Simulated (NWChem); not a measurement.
Species: SiNH$_{4}$OF; SMILES N[SiH](O)F

```xyz
8

Si     0.0801     0.0276    -0.3705
N      0.5306    -1.4698     0.2823
O      0.9604     1.1875     0.4093
F     -1.4801     0.4405    -0.1321
H      0.2457    -0.0149    -1.8421
H      0.4198    -2.3385    -0.2238
H      0.6931    -1.6055     1.2724
H      0.5343     2.0452     0.4960
```
Atoms are numbered in this order, from 1.

Results from NWChem. Structure relaxed at the PBE0/def2-SVP level. Level: PBE0/def2-SVP with SMD (1 M gas to 1 M solution), gas-phase geometry. Reactions with the solvent are ignored.

For solvent n-hexane:

| Item | Value |
|---|---|
| solvation free energy (kcal/mol) | -2.8 |
| cavity-dispersion-structure term (kcal/mol) | 0.2 |

Problem. What are these values for solvent water?

Solution. 
| Quantity | Result |
|---|---|
| solvation free energy (kcal/mol) | -6.0 |
| cavity-dispersion-structure term (kcal/mol) | 3.4 |
